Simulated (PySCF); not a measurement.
## Atomic charges by several schemes

Compound: C4H7NO2Si.
Cartesian coordinates in Å at the PBE0-D3(BJ)/def2-SVP level; atoms count from 1:
```
atom  x, y, z in Å
N1     2.5122    1.0186    0.9451
C2     1.8507    0.4167    0.2068
Si3    0.7632   -0.5364   -0.9742
O4    -0.3181    0.5132   -1.6407
C5    -1.6219    0.6753   -1.1067
C6    -1.7668    0.0780    0.2863
C7    -1.4029   -1.3989    0.3444
O8    -0.0861   -1.6574   -0.1163
H9     1.6289   -1.1583   -1.9934
H10   -2.3418    0.2015   -1.7982
H11   -1.8500    1.7530   -1.0840
H12   -2.8065    0.2077    0.6278
H13   -1.1330    0.6404    0.9953
H14   -1.4807   -1.7701    1.3788
H15   -2.1075   -1.9875   -0.2705
```

Density: PBE0/pcSseg-1 (PySCF); schemes: Mulliken, IAO, Hirshfeld and ESP-fitted. Geometry: PBE0-D3(BJ)/def2-SVP, one conformer, isolated molecule.

**Question.** Give the atomic charges in each scheme.

**Answer.** In e:

```csv
atom,environment,Mulliken,IAO,Hirshfeld,ESP-fitted
N1,cyano nitrogen,-0.207,-0.188,-0.193,-0.358
C2,cyano carbon,-0.217,-0.202,-0.040,+0.088
Si3,oxygen-bound silicon,+1.165,+1.311,+0.510,+0.892
O4,silyl ether oxygen,-0.640,-0.642,-0.234,-0.550
C5,sp3 carbon bound to oxygen,+0.112,-0.045,+0.015,+0.282
C6,ring CH2 carbon,-0.418,-0.298,-0.076,-0.251
C7,sp3 carbon bound to oxygen,+0.112,-0.045,+0.015,+0.274
O8,silyl ether oxygen,-0.641,-0.643,-0.234,-0.549
H9,Si–H hydrogen,-0.067,-0.120,-0.053,-0.107
H10,methylene hydrogen,+0.116,+0.135,+0.042,+0.026
H11,methylene hydrogen,+0.133,+0.151,+0.051,+0.028
H12,methylene hydrogen,+0.143,+0.155,+0.059,+0.055
H13,methylene hydrogen,+0.158,+0.145,+0.045,+0.110
H14,methylene hydrogen,+0.133,+0.151,+0.051,+0.031
H15,methylene hydrogen,+0.116,+0.135,+0.042,+0.029
```

Mean size of the charges over all atoms: Mulliken 0.292 e, IAO 0.291 e, ESP-fitted 0.242 e, Hirshfeld 0.111 e. Each set sums to the total charge, 0, to within 0.001 e. The IAO scheme projects the occupied orbitals on a minimal set of polarised atomic orbitals and counts the electrons in each atom's part of it. The Hirshfeld scheme divides the density at each point in proportion to the densities of the neutral, spherically averaged free atoms.

Lowest charge. All schemes pick atoms of one kind: Mulliken O8 (-0.641); IAO O8 (-0.643); Hirshfeld O4 and O8 (-0.234); ESP-fitted O4 (-0.550).

Highest charge. All schemes agree: Mulliken Si3 (+1.165); IAO Si3 (+1.311); Hirshfeld Si3 (+0.510); ESP-fitted Si3 (+0.892).

**Question.** How closely do the schemes follow one another over all atoms?

**Answer.** Correlation coefficient and root-mean-square difference: Mulliken with IAO 0.98, 0.078 e; IAO with Hirshfeld 0.98, 0.273 e; Mulliken with Hirshfeld 0.97, 0.255 e; Hirshfeld with ESP-fitted 0.94, 0.194 e; Mulliken with ESP-fitted 0.94, 0.150 e; IAO with ESP-fitted 0.90, 0.197 e.

**Question.** How many electrons does the Mulliken scheme count on N1?

**Answer.** Z − q = 7 − (-0.207) = 7.207.

The run behind these numbers computed NMR shieldings as well. Time: 46 s wall; peak memory 0.79 GiB. Hardware: one thread, Arm Neoverse N1 (aarch64) (shared host).
